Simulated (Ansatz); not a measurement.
`B[Se]CC` + `O[SiH](F)[O][GeH3]` → `CO[SiH](F)[O][GeH3]` + `B[Se]C`  (substitution at a C–C bond)

Gas-phase electronic energies from Ansatz, PBE0-D4/def2-TZVP geometries. CCSD(T)/CBS is the MP2 limit (def2-TZVPP, def2-QZVPP) plus CCSD(T) − MP2 in def2-TZVPP, frozen cores. DFT in def2-TZVPP. For Ge, Se outer-core shells are correlated without core-valence functions, which leaves a few kJ/mol of doubt a bond. Scalar relativity is left out up to krypton. One conformer a species, not always the lowest.

`B[Se]CC`:

Cartesian coordinates in Å:
```
B 1.709 -0.200 1.391
Se -0.142 -0.509 1.572
C -0.860 0.494 0.044
C -0.779 -0.281 -1.252
H 2.121 0.490 0.508
H 2.422 -0.717 2.194
H -1.891 0.726 0.311
H -0.302 1.429 -0.003
H -1.220 0.299 -2.068
H -1.315 -1.230 -1.183
H 0.258 -0.500 -1.513
```

`O[SiH](F)[O][GeH3]`:

```xyz
10

O     1.301    0.172    1.312
Si   -0.118   -0.626    1.190
F    -1.204    0.159    2.057
O    -0.535   -0.668   -0.358
Ge   -0.279    0.415   -1.755
H     1.570    0.505    2.169
H    -0.063   -1.993    1.732
H     1.131    0.149   -2.297
H    -0.443    1.868   -1.286
H    -1.361    0.018   -2.764
```

`CO[SiH](F)[O][GeH3]`:

Z-matrix (Å, degrees):
```
C
O 1 1.411
H 1 1.095 2 111.3
H 1 1.091 2 108.2 3 119.1
H 1 1.094 2 111.2 3 -121.5
Si 2 1.627 1 125.4 3 61.2
O 6 1.605 2 108.0 1 172.6
F 6 1.595 2 108.4 1 52.6
H 6 1.473 2 112.7 1 -64.6
Ge 7 1.786 6 133.3 2 -23.6
H 10 1.535 7 108.7 6 -45.6
H 10 1.534 7 107.9 6 75.6
H 10 1.533 7 104.8 6 -165.2
```

`B[Se]C`:

Z-matrix (Å, degrees):
```
C
Se 1 1.951
H 1 1.088 2 108.8
H 1 1.088 2 108.8 3 -119.5
H 1 1.087 2 108.9 3 120.3
B 2 1.884 1 102.6 3 -120.5
H 6 1.192 2 116.3 1 180.0
H 6 1.193 2 120.5 1 0.0
```

```
          level  ΔE (eV)
         B2PLYP     0.56
         r2SCAN     0.58
CCSD/def2-TZVPP     0.59
  HF/def2-QZVPP     0.46
```

(1) What does CCSD(T)/CBS give? (An estimate is asked.)

Largest T1 diagnostic among the species: 0.013.

Results:

(1) Computed: +0.63 eV. The listed levels differ from it by -0.07, -0.05, -0.04, -0.17 eV.

In def2-TZVPP, CCSD(T) changes the Hartree–Fock value by +0.13 eV (the triples alone add +0.01 eV) and MP2 by +0.20 eV.
